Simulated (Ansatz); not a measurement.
One change: `[F][In]([O][SiH3])[O][SiH3]` becomes `[F][In]([F])[O][SiH3]`.

Ansatz, PBE0-D4/def2-TZVP geometries, multiplicity 1. Each molecule was computed in one conformer, which needn't be the lowest.

Elements past krypton have def2 core potentials.

```json
{"property": "LUMO energy (B3LYP/def2-TZVPP) / eV", "`[F][In]([O][SiH3])[O][SiH3]`": "-3.13"}
{"property": "size of the dipole moment (ωB97M-V/def2-TZVPP) / D", "`[F][In]([O][SiH3])[O][SiH3]`": "1.32"}
{"property": "LUMO energy (PBE/def2-TZVPP) / eV", "`[F][In]([O][SiH3])[O][SiH3]`": "-3.73"}
{"property": "HOMO energy (PBE/def2-TZVPP) / eV", "`[F][In]([O][SiH3])[O][SiH3]`": "-7.35"}
{"property": "HOMO–LUMO gap (B3LYP/def2-TZVPP) / eV", "`[F][In]([O][SiH3])[O][SiH3]`": "5.42"}
{"property": "LUMO energy (ωB97M-V/def2-TZVPP) / eV", "`[F][In]([O][SiH3])[O][SiH3]`": "-0.88"}
```

Task: Give the same properties after the change, and the shifts. (Estimate.)

Result: Computed: 
```json
{"property": "LUMO energy (B3LYP/def2-TZVPP) / eV", "`[F][In]([F])[O][SiH3]`": "-3.42", "shift": "-0.29"}
{"property": "size of the dipole moment (ωB97M-V/def2-TZVPP) / D", "`[F][In]([F])[O][SiH3]`": "1.35", "shift": "0.03"}
{"property": "LUMO energy (PBE/def2-TZVPP) / eV", "`[F][In]([F])[O][SiH3]`": "-3.99", "shift": "-0.26"}
{"property": "HOMO energy (PBE/def2-TZVPP) / eV", "`[F][In]([F])[O][SiH3]`": "-7.61", "shift": "-0.26"}
{"property": "HOMO–LUMO gap (B3LYP/def2-TZVPP) / eV", "`[F][In]([F])[O][SiH3]`": "5.44", "shift": "0.02"}
{"property": "LUMO energy (ωB97M-V/def2-TZVPP) / eV", "`[F][In]([F])[O][SiH3]`": "-1.07", "shift": "-0.19"}
```

Dipoles are sizes alone; their direction can turn.

B3LYP here is the variant with VWN-RPA as its local correlation; programs differ in this.
